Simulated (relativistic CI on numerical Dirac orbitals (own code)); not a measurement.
**Sc2+ in a cubic cluster: 3p photoemission with charge transfer**

Computed with a charge-transfer multiplet model of a cubic metal-ligand cluster with up to 2 ligand holes, Slater and spin-orbit integrals from Dirac-Coulomb-Breit ions, Slater integrals scaled by 0.7. The ground state mixes d1 with configurations of k ligand holes L, whose averages lie at kΔ + k(k − 1)U_dd/2; a core hole lowers each added d electron by U_cd. 300 K, Lorentzian 0.9 eV and Gaussian 0.8 eV FWHM.

Atomic integrals in eV (Slater integrals scaled, ζ unscaled), ground: F2dd 4.121, F4dd 2.525, zeta_d 0.008; with the core hole: F2dd 4.121, F4dd 2.525, zeta_d 0.012, zeta_core 0.340, F2cd 6.767, G1cd 8.453, G3cd 5.135. Where a configuration has fewer than two d electrons, the dd integrals are those of d2.

Cluster parameters (eV): Δ = 8.4, U_dd = 4.5, 10Dq = 0.7, 10Dq(ligand) = 0.8, V(eg) = 2.75, V(t2g) = -1.34, final-state hopping factor = 1.

| Case | n_d | d1 | d2L | d3L2 | S |
| --- | --- | --- | --- | --- | --- |
| U_cd = 4.8 eV | 1.34 | 0.69 | 0.28 | 0.03 | 0.50 |
| U_cd = 5.4 eV | 1.34 | 0.69 | 0.28 | 0.03 | 0.50 |
| U_cd = 6 eV | 1.34 | 0.69 | 0.28 | 0.03 | 0.50 |

Weights, n_d and S are thermal averages at 300 K. Binding energies count from the first peak over 30 % of the highest in each spectrum, which can be another peak from case to case. The parameters are a model scan and need not match a compound or its usual spin state. Peaks in eV (height, largest 100):
- U_cd = 4.8 eV: 0.0 (100), 1.6 (91), 10.4 (16)
- U_cd = 5.4 eV: 0.0 (100), 1.6 (90), 10.5 (18)
- U_cd = 6 eV: 0.0 (100), 1.5 (90), 6.6 (7), 10.4 (21), 11.7 (15)

For the case U_cd = 5.4 eV, Δ = 8.4 eV is larger than U_dd = 4.5 eV, the Mott-Hubbard side of the Zaanen-Sawatzky-Allen scheme. With the core hole the configuration with one ligand hole lies at Δ − U_cd = 3.6, 3.0, 2.4 eV from the one without, in the order of the table; where this is negative the screened configuration lies lower, though the effective hopping of about 6.1 eV (from the holes of the mixed ground state) mixes the two strongly wherever it is as large as the gap.
